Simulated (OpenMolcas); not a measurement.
A run on Tl.

```yaml
Program: OpenMolcas 26.06
Method: RASSCF
Basis: ANO-R1 [7s6p4d2f]
Scalar_Hamiltonian: X2C, finite nucleus
Active_space: 3 electrons in 9 orbitals (RAS2 6s 6p; RAS3 6d, at most 2 electrons)
State_averaging: 2S+1 = 2 odd, 3 roots; 2S+1 = 4 even, 3 roots (0 in the spin-orbit step)
Spin-orbit_coupling: state interaction with AMFI integrals over the reference wave functions, term energies averaged over their components
```

59 basis functions. Blocks (2S+1, parity, CSFs, roots kept): 2, odd, 116, 3; 4, even, 28, 3.

Q: How long do the RASSCF and RASSI steps take on 1 thread of Intel(R) Xeon(R) Platinum 8488C (Sapphire Rapids) (shared host)?

A: About 33 s of wall time, without the integral step.
